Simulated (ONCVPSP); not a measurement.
**Varying the ONCV potential for tellurium**

Base potential:

```
Element                 : Te
Generator               : ONCVPSP 4.0.1
Type                    : optimised norm-conserving Vanderbilt (ONCV)
Functional              : BLYP
Relativity              : fully relativistic
Frozen core             : [Ar] 3d10 4s2
Valence charge          : 22
Reference configuration : 4p6 4d10 5s2 5p4
Partial waves           : 5s: rc 1.60 bohr, ncon 5, nbas 9, qcut 3.2 1/bohr, 2 projectors, debl 1.7 Ha; 4p+5p: rc 1.55 bohr, ncon 4, nbas 7, qcut 11.1 1/bohr, 3 projectors, debl 0.3 Ha; 4d: rc 1.00 bohr, ncon 4, nbas 7, qcut 8.9 1/bohr, 2 projectors, debl 2.3 Ha
Local potential         : polynomial inside 1.00 bohr (lpopt 5, dvloc0 3 Ha)
Core correction         : polynomial model core, fcfact 0.45
```

Open shells are filled in proportion to 2j + 1.

Cutoffs, loose and tight: the cutoffs (Ha) at which the residual kinetic energy of the hardest occupied pseudo-wave falls to 1 and 0.1 mHa per electron. They do not see the model core or the augmentation charge, which bear on the density cutoff. Test errors are all-electron minus pseudo excitation energies from the reference, over the configurations 4p6 4d10 5s2 5p3; 4p6 4d10 5s2 5p2; 4p6 4d10 5s2 5p1; 4p6 4d10 5s2 5p0. A dash means not determined; rows that change the core or the reference have their own tests.

1 further variants are left out, since the program set their typed debl aside.

A true bound ghost makes a file unfit for plane-wave use even where its test errors are small: the radial tests pick states by their node count and pass the ghost by.

```tsv
change	outcome	cutoff, loose	cutoff, tight	bound ghosts	GHOST(+) flags above zero	largest test error (meV)
base	generated, misses its reference levels by 0.24 eV	122 Ha	165 Ha	s, d3/2	s, d5/2	-23
core correction polynomial model core, fcfact 0.48	generated, misses its reference levels by 0.24 eV	122 Ha	165 Ha	s, d3/2	s, d5/2	-23
d: nbas 9	generated	122 Ha	294 Ha	s	s, d5/2	-23
s: qcut 3.8; p: qcut 13.3; d: qcut 10.7	generated	78 Ha	91 Ha	s, p3/2, p1/2	s	-21
functional PBE	generated	121 Ha	165 Ha	s, d3/2	s, d5/2	-23
```

(1) What comes out with this change to the base: d: qcut 7.2?

(2) What comes out with this change to the base: d: nproj 1?

Answers

(1) outcome: generated; cutoff, loose: 159 Ha; cutoff, tight: 183 Ha; bound ghosts: s; GHOST(+) flags above zero: s, d3/2; largest test error (meV): -24.

(2) outcome: generated; cutoff, loose: 122 Ha; cutoff, tight: 165 Ha; bound ghosts: s; GHOST(+) flags above zero: s; largest test error (meV): -23.
